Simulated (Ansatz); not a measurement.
CH₆O₃Si₂, SMILES C([SiH2]O)(=O)[SiH2]O.

Coordinates come from a ωB97X-D3(BJ)/def2-SVP optimisation. This is a generated structure with no PubChem entry under its InChIKey; it may be hypothetical. One conformer was computed; it need not be the lowest.

Two levels are set side by side: PBE/def2-SVPD (Ansatz, an electronic-structure program) and PBE0/def2-SVPD (Ansatz). Energy differences of separate SCF runs at the same geometry; the states with an electron removed or added have multiplicity 2 and 2. Differences are taken from unrounded values.

```csv
quantity,PBE0,PBE,PBE minus PBE0
vertical ionisation energy (eV),9.24,8.98,-0.26
vertical electron affinity (eV),0.61,0.60,-0.01
vertical singlet–triplet gap (eV),1.99,2.01,0.02
```
